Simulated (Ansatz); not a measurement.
The cluster Pt4Au⁺, relaxed as a singlet with RKS r2SCAN-D4/def2-SVP in Ansatz, starting from the GFN1-xTB geometry. Force threshold 0.02 eV/Å.

In the def2 sets Au, Pt take a core potential; there is no spin–orbit coupling. The restricted singlet is unstable towards broken spin symmetry in Hartree–Fock (as tested in another run); at r2SCAN-D4/def2-SVP this wasn't settled. Another isomer (singlet) lies 0.54 eV lower at PBE0-D4/def2-TZVP; other spin states weren't run for this one.

Start:

```xyz
5

Pt   -1.4495    0.4454   -0.0860
Pt    0.7506    1.2926    0.2831
Pt    0.3699   -1.0887    0.3012
Pt   -0.8124    2.5716   -1.0538
Au    1.1413   -3.2209    0.5556
```

| step | energy (eV) | largest force component (eV/Å) | SCF passes |
| --- | --- | --- | --- |
| 1 | -16682.7555 | 3.507 | 226 |
| 2 | -16683.3580 | 0.792 | 56 |
| 3 | -16683.4850 | 0.419 | 56 |
| 4 | -16683.4983 | 0.050 | 43 |
| 5 | -16683.5293 | 0.280 | 53 |
| 6 | -16683.5507 | 0.213 | 50 |
| 7 | -16683.5998 | 0.231 | 53 |
| 8 | -16683.6100 | 0.346 | 53 |
| 9 | -16683.6134 | 0.304 | 46 |
| 10 (rejected) | -16683.5987 | 0.368 | 52 |
| 11 | -16683.6192 | 0.087 | 46 |
| 12 | -16683.6215 | 0.067 | 41 |
| 13 | -16683.6220 | 0.011 | 33 |

Force components are those of the run's own axes.

End:

```xyz
5

Pt   -1.229    0.149    0.139
Pt    0.594    1.753    0.638
Pt    1.026   -0.801    0.173
Pt   -0.889    2.128   -1.315
Au    0.498   -3.230    0.365
```

By distances, no bond broke or formed. The bond that changes most is Pt2–Pt3, from 2.41 to 2.63 Å (atoms count from 1).

No frequencies were taken in this run, so the end may be a saddle point.

Run time 3.3 min (4 threads of Intel Xeon on a shared host).
